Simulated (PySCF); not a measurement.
## Cost of excited-state runs on `[C@@H]1(CO)[C@H](C)C[C@H]1O`, C$_{6}$H$_{12}$O$_{2}$

Molfile (atoms numbered from 1):
```
C6H12O2
     RDKit          3D

 20 20  0  0  0  0  0  0  0  0999 V2000
   -1.4490   -1.5107    0.0743 C   0  0  0  0  0  0  0  0  0  0  0  0
   -0.7762   -0.3496    0.7857 C   0  0  2  0  0  0  0  0  0  0  0  0
   -1.2918    1.0324    0.3372 C   0  0  0  0  0  0  0  0  0  0  0  0
    0.0440    1.2904   -0.3887 C   0  0  1  0  0  0  0  0  0  0  0  0
    0.6801    2.5155   -0.1759 O   0  0  0  0  0  0  0  0  0  0  0  0
    0.6422    0.0376    0.2950 C   0  0  2  0  0  0  0  0  0  0  0  0
    1.4267   -0.9219   -0.5919 C   0  0  0  0  0  0  0  0  0  0  0  0
    2.5100   -0.2925   -1.2326 O   0  0  0  0  0  0  0  0  0  0  0  0
   -1.4685   -1.3487   -0.9998 H   0  0  0  0  0  0  0  0  0  0  0  0
   -2.4754   -1.6051    0.4233 H   0  0  0  0  0  0  0  0  0  0  0  0
   -0.9302   -2.4440    0.2799 H   0  0  0  0  0  0  0  0  0  0  0  0
   -0.8269   -0.5190    1.8640 H   0  0  0  0  0  0  0  0  0  0  0  0
   -1.4523    1.7255    1.1621 H   0  0  0  0  0  0  0  0  0  0  0  0
   -2.1792    1.0221   -0.2907 H   0  0  0  0  0  0  0  0  0  0  0  0
   -0.0185    1.1816   -1.4722 H   0  0  0  0  0  0  0  0  0  0  0  0
    0.7225    2.6849    0.7728 H   0  0  0  0  0  0  0  0  0  0  0  0
    1.2784    0.3336    1.1371 H   0  0  0  0  0  0  0  0  0  0  0  0
    1.7803   -1.7736    0.0117 H   0  0  0  0  0  0  0  0  0  0  0  0
    0.8028   -1.3074   -1.3997 H   0  0  0  0  0  0  0  0  0  0  0  0
    2.9759    0.2595   -0.5948 H   0  0  0  0  0  0  0  0  0  0  0  0
  1  2  1  0
  2  3  1  0
  3  4  1  0
  4  5  1  0
  4  6  1  0
  6  7  1  0
  7  8  1  0
  6  2  1  0
  1  9  1  0
  1 10  1  0
  1 11  1  0
  2 12  1  1
  3 13  1  0
  3 14  1  0
  4 15  1  6
  5 16  1  0
  6 17  1  1
  7 18  1  0
  7 19  1  0
  8 20  1  0
M  END
```

PySCF with density fitting, on 1 thread of an Arm Neoverse V1, shared host. Command: `OMP_NUM_THREADS=1 python excited_run.py task.json out`

Problem. How long does this run take, and how much memory?
- circular dichroism and optical rotation, B3LYP/def2-SVPD; 12 states; writes grids

Solution. 
```
                                    run            level  basis functions  wall time  peak memory (GiB)
circular dichroism and optical rotation  B3LYP/def2-SVPD              262    2.4 min                1.1
```
Times from a shared host are rough.
